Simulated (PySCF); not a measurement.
BrGe, SMILES [Ge][Br] (connectivity only; charge and spin as stated), charge +1, multiplicity 1.

The structure is a stationary point at B3LYP-D3(BJ)/def2-TZVP. The spin state was assumed, not searched.

Level of theory: PBE0/def2-TZVPD (PySCF).

### Question
Estimate the frontier levels, gap, dipole moment and polarisability. (An estimate is asked for; the answer gives what the named calculation found.)

### Answer

```yaml
highest_occupied_level: -15.37 eV
lowest_empty_level: -9.38 eV
orbital_gap: 5.99 eV
dipole_moment_about_the_centre_of_nuclear_charge: 3.45 D
mean_static_polarisability: 41.4 bohr³ (6.13 Å³)
polarisability_principal_values: 32.0, 32.0, 60.0 bohr³
```
